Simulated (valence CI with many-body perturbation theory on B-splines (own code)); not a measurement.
E1 line list for Ir5+

Computed by configuration interaction combined with many-body perturbation theory (CI+MBPT): four valence electrons over a frozen Dirac-Fock core [Xe] 4f14, a basis of 7 s, 7 p, 8 d, 6 f, 4 g, 1 h functions for each j, with the one-electron correlation potential Σ1 (screened to all orders), the two-electron term Σ2, the three-electron term Σ3, Breit, model QED; selected single and double excitations, second order for the rest, scaled by the run's own slope (own B-spline code, finite nucleus).

No measured spectrum was set against this ion. As an estimate, terms of the open shell hold to 2 to 4 % of their energy, and close levels can change places; different configurations can be misplaced against each other by 1,000 to 8,000 cm⁻¹. The list stops below the first excitations out of the core.

Lines 101 to 150 of 600 in falling wavelength, among levels below 290280 cm⁻¹, chosen from the strongest by gf and those to the six lowest levels. Wavelengths and rates use the calculated energies, so an error of 2000 cm⁻¹ moves a line at 115.3 nm by 2.3 % and its rate by three times that or more. Electric multipoles are in the length gauge, E1 and E2 with the static RPA response of the core. Weak lines are less certain than strong ones. Lines between different terms over intervals too small for the method are left out, as are lines whose strength nearly cancels. Where a level lies close to another of its J and parity, the split of strength between their lines is uncertain. The highest levels of a list are the least certain.

Levels are named by their leading jj configuration (3d3/2^4 stands for four electrons in 3d with j = 3/2), which in mixed levels can hold well under half, so a name can repeat and another be missing. Letters in brackets count levels of one name in rising energy.

```
λ vac (nm)                          Upper                       Lower   A (s⁻¹)  S (a.u.)
     115.3  (5d3/2^2 5d5/2 6p3/2) J=4 [b]  (5d3/2 5d5/2^2 6s) J=3 [b]  2.70e+08  1.84e+00
     114.5            (5d3/2^3 6p3/2) J=3  (5d3/2^2 5d5/2 6s) J=2 [a]  3.04e+08  1.58e+00
     114.4  (5d3/2 5d5/2^2 6p3/2) J=2 [e]  (5d3/2 5d5/2^2 6s) J=3 [e]  2.31e+08  8.53e-01
     114.2  (5d3/2 5d5/2^2 6p3/2) J=2 [e]            (5d5/2^3 6s) J=1  1.99e+08  7.30e-01
     114.0  (5d3/2 5d5/2^2 6p3/2) J=4 [e]  (5d3/2 5d5/2^2 6s) J=3 [e]  1.09e+08  7.18e-01
     113.3  (5d3/2 5d5/2^2 6p3/2) J=2 [h]  (5d3/2 5d5/2^2 6s) J=1 [c]  2.85e+08  1.02e+00
     113.2        (5d5/2^3 6p3/2) J=2 [a]            (5d5/2^3 6s) J=1  2.12e+08  7.58e-01
     113.1            (5d5/2^3 6p1/2) J=5  (5d3/2 5d5/2^2 6s) J=4 [a]  3.64e+08  2.86e+00
     113.1  (5d3/2 5d5/2^2 6p3/2) J=3 [d]  (5d3/2 5d5/2^2 6s) J=2 [c]  1.59e+08  7.96e-01
     112.7  (5d3/2^2 5d5/2 6p3/2) J=3 [e]  (5d3/2 5d5/2^2 6s) J=4 [a]  1.68e+08  8.29e-01
     112.3  (5d3/2^2 5d5/2 6p3/2) J=3 [b]  (5d3/2 5d5/2^2 6s) J=3 [a]  1.84e+08  9.03e-01
     112.2  (5d3/2 5d5/2^2 6p3/2) J=5 [b]  (5d3/2 5d5/2^2 6s) J=5 [a]  1.14e+08  8.76e-01
     111.1  (5d3/2 5d5/2^2 6p3/2) J=2 [i]        (5d5/2^3 6s) J=2 [b]  7.68e+08  2.60e+00
     109.6  (5d3/2 5d5/2^2 6p3/2) J=5 [c]  (5d3/2 5d5/2^2 6s) J=4 [b]  1.87e+08  1.33e+00
     109.1            (5d5/2^3 6p1/2) J=4  (5d3/2^2 5d5/2 6s) J=4 [c]  3.01e+08  1.74e+00
     108.7  (5d3/2 5d5/2^2 6p3/2) J=1 [a]  (5d3/2 5d5/2^2 6s) J=1 [b]  4.30e+08  8.17e-01
     108.6  (5d3/2^2 5d5/2 6p3/2) J=5 [b]  (5d3/2^2 5d5/2 6s) J=4 [c]  1.32e+08  9.20e-01
     108.6  (5d3/2 5d5/2^2 6p3/2) J=3 [e]            (5d5/2^3 6s) J=4  2.77e+08  1.22e+00
     108.4  (5d3/2 5d5/2^2 6p3/2) J=5 [c]  (5d3/2 5d5/2^2 6s) J=5 [b]  9.98e+08  6.90e+00
     108.3  (5d3/2^2 5d5/2 6p3/2) J=3 [a]  (5d3/2^2 5d5/2 6s) J=2 [b]  2.98e+08  1.31e+00
     108.0  (5d3/2 5d5/2^2 6p3/2) J=3 [f]        (5d5/2^3 6s) J=2 [a]  2.67e+08  1.16e+00
     108.0  (5d3/2^2 5d5/2 6p3/2) J=2 [b]  (5d3/2^2 5d5/2 6s) J=3 [b]  7.33e+08  2.28e+00
     107.9            (5d5/2^3 6p1/2) J=5  (5d3/2^2 5d5/2 6s) J=4 [c]  3.02e+08  2.06e+00
     107.9  (5d3/2 5d5/2^2 6p3/2) J=2 [b]  (5d3/2 5d5/2^2 6s) J=2 [b]  4.30e+08  1.33e+00
     107.8  (5d3/2 5d5/2^2 6p3/2) J=5 [b]      (5d3/2 5d5/2^2 6s) J=6  1.26e+08  8.54e-01
     107.7  (5d3/2 5d5/2^2 6p3/2) J=4 [a]  (5d3/2 5d5/2^2 6s) J=4 [a]  2.12e+08  1.18e+00
     107.7  (5d3/2^2 5d5/2 6p3/2) J=3 [d]  (5d3/2 5d5/2^2 6s) J=3 [a]  2.39e+08  1.03e+00
     107.7            (5d5/2^3 6p3/2) J=0            (5d5/2^3 6s) J=1  1.21e+09  7.47e-01
     107.5  (5d3/2^2 5d5/2 6p3/2) J=3 [e]  (5d3/2^2 5d5/2 6s) J=4 [c]  2.01e+08  8.60e-01
     107.5  (5d3/2 5d5/2^2 6p3/2) J=0 [a]  (5d3/2 5d5/2^2 6s) J=1 [b]  1.14e+09  6.97e-01
     107.3  (5d3/2^2 5d5/2 6p3/2) J=5 [b]  (5d3/2^2 5d5/2 6s) J=5 [b]  2.56e+08  1.71e+00
     107.1  (5d3/2^2 5d5/2 6p3/2) J=3 [b]  (5d3/2^2 5d5/2 6s) J=3 [b]  3.05e+08  1.29e+00
     107.1  (5d3/2 5d5/2^2 6p3/2) J=2 [f]        (5d5/2^3 6s) J=2 [a]  7.84e+08  2.38e+00
     107.0  (5d3/2 5d5/2^2 6p1/2) J=5 [a]  (5d3/2^2 5d5/2 6s) J=4 [a]  1.84e+08  1.23e+00
     106.7      (5d3/2 5d5/2^2 6p3/2) J=6  (5d3/2 5d5/2^2 6s) J=5 [a]  1.14e+09  8.89e+00
     106.7  (5d3/2 5d5/2^2 6p3/2) J=1 [b]      (5d3/2 5d5/2^2 6s) J=0  5.65e+08  1.02e+00
     106.6  (5d3/2 5d5/2^2 6p3/2) J=5 [a]  (5d3/2 5d5/2^2 6s) J=4 [a]  1.91e+08  1.26e+00
     106.5            (5d5/2^3 6p1/2) J=5  (5d3/2^2 5d5/2 6s) J=5 [b]  1.12e+08  7.34e-01
     106.5            (5d5/2^3 6p3/2) J=5            (5d5/2^3 6s) J=4  5.47e+08  3.58e+00
     106.2  (5d3/2^2 5d5/2 6p3/2) J=1 [a]  (5d3/2^2 5d5/2 6s) J=2 [a]  7.03e+08  1.25e+00
     106.1  (5d3/2^2 5d5/2 6p3/2) J=2 [a]  (5d3/2^2 5d5/2 6s) J=2 [b]  5.91e+08  1.74e+00
     105.9  (5d3/2 5d5/2^2 6p3/2) J=3 [f]            (5d5/2^3 6s) J=4  3.82e+08  1.57e+00
     105.7  (5d3/2^2 5d5/2 6p3/2) J=1 [b]  (5d3/2^2 5d5/2 6s) J=1 [b]  3.99e+08  6.98e-01
     105.6  (5d3/2 5d5/2^2 6p3/2) J=4 [e]  (5d3/2 5d5/2^2 6s) J=4 [b]  4.11e+08  2.15e+00
     105.4  (5d3/2 5d5/2^2 6p3/2) J=3 [e]  (5d3/2^2 5d5/2 6s) J=2 [c]  7.04e+08  2.85e+00
     105.2  (5d3/2 5d5/2^2 6p3/2) J=3 [e]  (5d3/2 5d5/2^2 6s) J=3 [d]  4.18e+08  1.68e+00
     105.2  (5d3/2^2 5d5/2 6p3/2) J=3 [c]  (5d3/2^2 5d5/2 6s) J=3 [b]  2.74e+08  1.10e+00
     105.2  (5d3/2 5d5/2^2 6p3/2) J=2 [g]            (5d5/2^3 6s) J=1  2.33e+08  6.70e-01
     105.1        (5d5/2^3 6p3/2) J=2 [b]        (5d5/2^3 6s) J=2 [b]  3.13e+08  8.97e-01
     105.0  (5d3/2 5d5/2^2 6p3/2) J=1 [b]  (5d3/2 5d5/2^2 6s) J=1 [b]  5.70e+08  9.77e-01
```
